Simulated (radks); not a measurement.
Neutral holmium inside a hard spherical wall (all orbitals vanish at R), configuration held at [Xe] 4f11 6s2 and not refilled when levels cross. Method: scalar-relativistic Kohn-Sham, LDA (Slater exchange, Perdew-Wang correlation), spin-polarised, spherical densities, finite nucleus; open shells are filled with parallel spins first (spin-orbit coupling, left out, can overturn this in heavy ions); Fermi nuclear charge, rms radius 5.2022 fm; computed with a radial shooting solver on a logarithmic mesh with Libxc functionals. Eigenvalues in eV for spin up, with the zero of energy where the potential of the charges vanishes at infinity; a dash marks a level that is unbound or too diffuse for the functional's potential to be trusted. A positive occupied level is held by the wall or, in an anion where self-interaction has pushed it up, behind a barrier. The pressure on the wall is -dE/dV.

R (bohr) = free: E (hartree) -12607.1470; kinetic (hartree) 13628.425; e(5s) -51.092; e(5p) -26.427; e(4f) -4.330; e(6s) -3.982; e(5d, empty) -1.301; e(6p, empty) -1.211; pressure (GPa) 0
R (bohr) = 20: E (hartree) -12607.1470; kinetic (hartree) 13628.425; e(5s) -51.092; e(5p) -26.427; e(4f) -4.330; e(6s) -3.982; e(5d, empty) -1.301; e(6p, empty) -1.211; pressure (GPa) < 0.0001
R (bohr) = 15: E (hartree) -12607.1470; kinetic (hartree) 13628.425; e(5s) -51.090; e(5p) -26.425; e(4f) -4.328; e(6s) -3.981; e(5d, empty) -1.298; e(6p, empty) -1.198; pressure (GPa) 0.000132
R (bohr) = 10: E (hartree) -12607.1449; kinetic (hartree) 13628.445; e(5s) -50.951; e(5p) -26.287; e(4f) -4.192; e(6s) -3.869; e(5d, empty) -1.155; e(6p, empty) -0.882; pressure (GPa) 0.0487
R (bohr) = 7: E (hartree) -12607.1087; kinetic (hartree) 13628.652; e(5s) -49.925; e(5p) -25.282; e(4f) -3.178; e(6s) -2.824; e(5d, empty) -0.123; e(6p, empty) 1.065; pressure (GPa) 1.74
R (bohr) = 4: E (hartree) -12606.3314; kinetic (hartree) 13631.668; e(5s) -43.669; e(5p) -19.346; e(4f) 3.492; e(6s) 9.909; e(5d, empty) 7.716; e(6p, empty) 19.861; pressure (GPa) 144
R (bohr) = 3: E (hartree) -12603.9499; kinetic (hartree) 13640.630; e(5s) -34.155; e(5p) -9.667; e(4f) 14.811; e(6s) 38.876; e(5d, empty) 21.735; e(6p, empty) 56.684; pressure (GPa) 1300
R (bohr) = 2: E (hartree) -12587.0737; kinetic (hartree) 13697.216; e(5s) 7.147; e(5p) 38.170; e(4f) 59.725; e(6s) 181.96; e(5d, empty) 86.301; e(6p, empty) 218.13; pressure (GPa) 25400
